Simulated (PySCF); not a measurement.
## Bromine: a sound run and one with changed settings

Sound run: Br⁺ [Ar] 3d10 4s2 4p4, Br²⁺ [Ar] 3d10 4s2 4p3. Computed with PySCF 2.14 in def2-TZVP (6s5p4d1f, 48 functions), with the non-relativistic Hamiltonian (point nucleus). In the sound run the correlated levels freeze [Ar] 3d10. The sound run starts from symmetry-adapted Hartree-Fock orbitals and uses a fine grid where one is needed.

A second run was set up differently.

```csv
species,method,sound run (hartree),changed run (hartree),converged
Br⁺,MP2,-2572.10699,-2572.05027,yes
Br⁺,CCSD(T),-2572.12992,-2572.05917,yes
Br²⁺,MP2,-2571.33760,-2571.27569,yes
Br²⁺,CCSD(T),-2571.35531,-2571.28056,yes
```

Ionisation energy of Br⁺:

| method | sound run (eV) | changed run (eV) |
| --- | --- | --- |
| UHF | 20.261 | 20.261 |
| MP2 | 20.936 | 21.077 |
| SCS-MP2 | 21.005 | 21.248 |
| CCSD | 21.054 | 21.163 |
| CCSD(T) | 21.078 | 21.187 |

Task: What was changed?
A. minimal basis
B. a valence shell is frozen
C. basis contracted for another Hamiltonian
D. all electrons correlated in a valence basis

Result: B. Freezing a valence shell removes pair correlation that changes on ionisation.
